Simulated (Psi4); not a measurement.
HO₂ (SMILES [O-]O), charge -1, singlet, geometry from GFN2-xTB (a gas-phase anion, which may not be bound at this level); MP2/cc-pVQZ (Psi4).

Input for Psi4:
```
memory 2 GB

molecule mol {
-1 1
  O     0.054905    0.780938   -0.032516
  O     0.039871   -0.675866   -0.028069
  H    -0.758214   -0.840575    0.484680
}

set basis cc-pvqz
set reference rhf
set freeze_core true

energy('mp2')
print_variables()
```

The log (banner, timings and long lists left out):

```
    SCF Algorithm Type (re)set to DF.

   => Loading Basis Set <=

    Name: CC-PVQZ
    Role: ORBITAL
    Keyword: BASIS

         ---------------------------------------------------------
                                   SCF
               by Justin Turney, Rob Parrish, Andy Simmonett
                          and Daniel G. A. Smith
                              RHF Reference
         ---------------------------------------------------------

  ==> Geometry <==

    Molecular point group: cs
    Full point group: Cs

    Geometry (in Angstrom), charge = -1, multiplicity = 1:

       Center              X                  Y                   Z               Mass
    ------------   -----------------  -----------------  -----------------  -----------------
         O            0.036727381322     0.755683120629     0.000000000000    15.994914619570
         O            0.021677464004    -0.701127502399     0.000000000000    15.994914619570
         H           -0.926927278528    -0.865837251211     0.000000000000     1.007825032230

  Running in cs symmetry.

  Rotational constants: A =     20.19483  B =      0.94639  C =      0.90402 [cm^-1]
  Rotational constants: A = 605425.70246  B =  28372.02135  C =  27101.94485 [MHz]
  Nuclear repulsion =   29.887697774019909

  Charge       = -1
  Multiplicity = 1
  Electrons    = 18
  Nalpha       = 9
  Nbeta        = 9

  ==> Algorithm <==

  SCF Algorithm Type is DF.
  DIIS enabled.
  MOM disabled.
  Fractional occupation disabled.
  Guess Type is SAD.
  Energy threshold   = 1.00e-08
  Density threshold  = 1.00e-08
  Integral threshold = 1.00e-12

  ==> Primary Basis <==

  Basis Set: CC-PVQZ
    Blend: CC-PVQZ
    Number of shells: 40
    Number of basis functions: 140
    Number of Cartesian functions: 175
    Spherical Harmonics?: true
    Max angular momentum: 4

   => Loading Basis Set <=

    Name: (CC-PVQZ AUX)
    Role: JKFIT
    Keyword: DF_BASIS_SCF

  ==> Integral Setup <==

  SCF_SUBTYPE=INCORE selected. In-core MEM_DF algorithm will be used.
  Using in-core AOs.

  ==> MemDFJK: Density-Fitted J/K Matrices <==

    J tasked:                   Yes
    K tasked:                   Yes
    wK tasked:                   No
    Algorithm:                 Core
    Schwarz Cutoff:           1E-12
    Mask sparsity (%):       0.0000
    Fitting Condition:        1E-10

   => Auxiliary Basis Set <=

  Basis Set: (CC-PVQZ AUX)
    Blend: CC-PVQZ-JKFIT
    Number of shells: 69
    Number of basis functions: 263
    Number of Cartesian functions: 350
    Spherical Harmonics?: true
    Max angular momentum: 5

  Minimum eigenvalue in the overlap matrix is 5.8156644414E-04.
  Reciprocal condition number of the overlap matrix is 1.0496510374E-04.
    Using symmetric orthogonalization.

  ==> Pre-Iterations <==

  SCF Guess: Superposition of Atomic Densities via on-the-fly atomic UHF (no occupation information).

   -------------------------
    Irrep   Nso     Nmo
   -------------------------
     A'        90      90
     A"        50      50
   -------------------------
    Total     140     140
   -------------------------

  ==> Iterations <==

                           Total Energy        Delta E     RMS |[F,P]|

   @DF-RHF iter SAD:  -149.15366812064070   -1.49154e+02   0.00000e+00
   @DF-RHF iter   1:  -150.11225660187242   -9.58588e-01   4.75062e-03 DIIS/ADIIS
   @DF-RHF iter   2:  -150.18925606025704   -7.69995e-02   2.98960e-03 DIIS/ADIIS
   @DF-RHF iter   3:  -150.21909428528082   -2.98382e-02   3.85035e-04 DIIS/ADIIS
   @DF-RHF iter   4:  -150.22009258292735   -9.98298e-04   2.03118e-04 DIIS/ADIIS
   @DF-RHF iter   5:  -150.22038052383908   -2.87941e-04   8.20682e-05 DIIS
   @DF-RHF iter   6:  -150.22045151685808   -7.09930e-05   2.77504e-05 DIIS
   @DF-RHF iter   7:  -150.22046227479589   -1.07579e-05   5.67744e-06 DIIS
   @DF-RHF iter   8:  -150.22046276600142   -4.91206e-07   1.06868e-06 DIIS
   @DF-RHF iter   9:  -150.22046278392204   -1.79206e-08   2.12923e-07 DIIS
   @DF-RHF iter  10:  -150.22046278467920   -7.57154e-10   5.04439e-08 DIIS
   @DF-RHF iter  11:  -150.22046278472553   -4.63274e-11   1.52248e-08 DIIS
   @DF-RHF iter  12:  -150.22046278472996   -4.43379e-12   7.25273e-09 DIIS
  Energy and wave function converged.

  ==> Post-Iterations <==

    Orbital Energies [Eh]
    ---------------------

    Doubly Occupied:

[...]
    Virtual:

[...]
    Final Occupation by Irrep:
             Ap   App
    DOCC [     7,    2 ]
    NA   [     7,    2 ]
    NB   [     7,    2 ]

  @DF-RHF Final Energy:  -150.22046278472996

   => Energetics <=

    Nuclear Repulsion Energy =             29.8876977740199088
    One-Electron Energy =                -273.1419391177207672
    Two-Electron Energy =                  93.0337785589708943
    Total Energy =                       -150.2204627847299889

Computation Completed

Properties will be evaluated at   0.000000,   0.000000,   0.000000 [a0]

Properties computed using the SCF density matrix

 Multipole Moments:

 ------------------------------------------------------------------------------------
     Multipole            Electronic (a.u.)      Nuclear  (a.u.)        Total (a.u.)
 ------------------------------------------------------------------------------------

 L = 1.  Multiply by 2.5417464519 to convert [e a0] to [Debye]
 Dipole X            :          0.2669300           -0.8686854           -0.6017554
 Dipole Y            :          0.1125889           -0.8114339           -0.6988450
 Dipole Z            :          0.0000000            0.0000000            0.0000000
 Magnitude           :                                                    0.9222223

 ------------------------------------------------------------------------------------

  //>>>>>>>>>>>>>>>>>>>>>>>>>>>>>>>>>>>//
  //               DFMP2               //
  //<<<<<<<<<<<<<<<<<<<<<<<<<<<<<<<<<<<//

   => Loading Basis Set <=

    Name: (CC-PVQZ AUX)
    Role: RIFIT
    Keyword: DF_BASIS_MP2

	 --------------------------------------------------------
	                          DF-MP2
	      2nd-Order Density-Fitted Moller-Plesset Theory

	        Rob Parrish, Justin Turney, Andy Simmonett,
	           Ed Hohenstein, and C. David Sherrill
	 --------------------------------------------------------

   => Auxiliary Basis Set <=

  Basis Set: (CC-PVQZ AUX)
    Blend: CC-PVQZ-RI
    Number of shells: 75
    Number of basis functions: 319
    Number of Cartesian functions: 432
    Spherical Harmonics?: true
    Max angular momentum: 5

	 --------------------------------------------------------
	                 NBF =   140, NAUX =   319
	 --------------------------------------------------------
	   CLASS    FOCC     OCC    AOCC    AVIR     VIR    FVIR
	   PAIRS       2       9       7     131     131       0
	 --------------------------------------------------------

	-----------------------------------------------------------
	 ==================> DF-MP2 Energies <====================
	-----------------------------------------------------------
	 Reference Energy          =    -150.2204627847299605 [Eh]
	 Singles Energy            =      -0.0000000000000000 [Eh]
	 Same-Spin Energy          =      -0.1329017066521611 [Eh]
	 Opposite-Spin Energy      =      -0.4059606896886435 [Eh]
	 Correlation Energy        =      -0.5388623963408047 [Eh]
	 Total Energy              =    -150.7593251810707784 [Eh]
	-----------------------------------------------------------
	 ================> DF-SCS-MP2 Energies <==================
	-----------------------------------------------------------
	 SCS Same-Spin Scale       =       0.3333333333333333 [-]
	 SCS Opposite-Spin Scale   =       1.2000000000000000 [-]
	 SCS Same-Spin Energy      =      -0.0443005688840537 [Eh]
	 SCS Opposite-Spin Energy  =      -0.4871528276263722 [Eh]
	 SCS Correlation Energy    =      -0.5314533965104259 [Eh]
	 SCS Total Energy          =    -150.7519161812403752 [Eh]
	-----------------------------------------------------------

  Variable Map:
  ----------------------------------------------------------------------------
[...]
  Array Variable Map:
  ----------------------------------------------------------------------------
[...]
[...]
```
